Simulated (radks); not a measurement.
Q: Pm, configuration [Xe] 4f(up 4.5, down 0.5) 6s2 (fractional occupations, a model configuration). All-electron calculation, scalar-relativistic Kohn-Sham, PBE, spin-polarised, spherical densities, finite nucleus; Fermi nuclear charge, rms radius 4.962 fm. Program: a radial shooting solver on a logarithmic mesh with Libxc functionals. Some entries of the table are withheld. Estimate them.

orbital,occ.,eigenvalue (eV),<r^2> (bohr^2),r(max) (bohr)
1s up,1,-45017.34,0.0007317,0.01479
1s down,1,-45017.34,0.0007317,0.01479
2s up,1,-7319.042,0.01156,0.08380
2s down,1,-7319.029,0.01156,0.08380
2p up,3,-6536.482,0.009261,0.06762
2p down,3,-6536.474,0.009261,0.06762
3s up,1,-1596.173,0.07757,0.2386
3s down,1,-1595.023,0.07750,0.2386
3p up,3,-1350.396,0.07764,0.2338
3p down,3,-1349.252,0.07755,0.2337
3d up,5,-1013.316,0.06571,0.1918
3d down,5,-1012.434,0.06560,0.1918
4s up,1,-318.3379,0.3969,0.5521
4s down,1,-315.3288,0.3966,0.5519
4p up,3,-237.7033,0.4484,0.5762
4p down,3,-234.6821,0.4482,0.5759
4d up,5,-123.7912,0.5500,0.6028
4d down,5,-120.7595,0.5506,0.6023
5s up,1,-42.5752,2.317,(1)
5s down,1,-40.7417,2.369,(2)
5p up,3,(3),(4),1.459
5p down,3,(5),(6),1.475
6s up,1,-3.6131,21.38,3.700
6s down,1,-3.4471,22.40,3.794
4f up,4.5,-3.0907,1.515,0.6367
4f down,0.5,-0.5094,2.124,0.6385

A: 
(1) 5s up r(max) (bohr): 1.286
(2) 5s down r(max) (bohr): 1.296
(3) 5p up eigenvalue (eV): -23.2124
(4) 5p up <r^2> (bohr^2): 3.225
(5) 5p down eigenvalue (eV): -21.8336
(6) 5p down <r^2> (bohr^2): 3.334
